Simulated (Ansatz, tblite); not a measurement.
Removing an electron: bistriflimide, `O=S(=O)([N-]S(=O)(=O)C(F)(F)F)C(F)(F)F`. The state is a singlet with charge -1. Geometry: PBE-D4/def2-SVP. Ansatz, gas phase; energy differences of separate SCF runs; the oxidised species was run as a doublet alone.

```tsv
atom	x (Å)	y (Å)	z (Å)
O1	0.851	1.441	-2.164
S2	0.845	0.793	-0.835
O3	1.043	1.615	0.381
N4	-0.371	-0.295	-0.810
S5	-0.958	-0.882	0.594
O6	-0.059	-0.847	1.771
O7	-1.716	-2.116	0.292
C8	-2.314	0.374	1.010
F9	-1.827	1.623	1.087
F10	-2.870	0.062	2.202
F11	-3.290	0.357	0.080
C12	2.372	-0.328	-0.888
F13	3.491	0.430	-0.848
F14	2.403	-1.176	0.152
F15	2.401	-1.051	-2.025
```

The xTB rows come from tblite.

Estimate orbital energies and vertical ionisation energies at: GFN1-xTB; GFN2-xTB; PBE-D4/def2-SVP; PBE0-D4/def2-SVP.


```json
{"level": "GFN1-xTB", "−HOMO (eV)": "8.74", "vertical IE (eV)": "11.81", "−LUMO (eV)": "3.80", "HOMO–LUMO gap (eV)": "4.95"}
{"level": "GFN2-xTB", "−HOMO (eV)": "8.09", "vertical IE (eV)": "11.10", "−LUMO (eV)": "2.27", "HOMO–LUMO gap (eV)": "5.82"}
{"level": "PBE-D4/def2-SVP", "−HOMO (eV)": "2.35", "vertical IE (eV)": "5.24", "−LUMO (eV)": "-3.81", "HOMO–LUMO gap (eV)": "6.16"}
{"level": "PBE0-D4/def2-SVP", "−HOMO (eV)": "4.14", "vertical IE (eV)": "6.10", "−LUMO (eV)": "-4.57", "HOMO–LUMO gap (eV)": "8.71"}
```

 Raw xTB energy differences between charge states are shifted by several eV; the methods need an empirical correction for them.
